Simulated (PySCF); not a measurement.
Vertical excitations of a molecule C3HBrClF from TDDFT-PBE/def2-SVPD (PySCF 2.14.0), as energy in eV (oscillator strength): 4.08 (0.000), 4.80 (0.017), 4.90 (0.001), 5.32 (0.000), 5.38 (0.008), 5.60 (0.399), 5.66 (0.024), 5.78 (0.000), 5.87 (0.002), 5.97 (0.000). Lowest triplet (TDA): 3.65 eV. Coordinates come from a PBE-D3(BJ)/def2-SVP optimisation. The values are those of a single conformer.

**Question.** Which molecule gave these data?
A. FC(Br)=C=CCl
B. FC=C=C(Cl)Br
C. FC(Cl)=C=CBr

**Answer.** A, FC(Br)=C=CCl
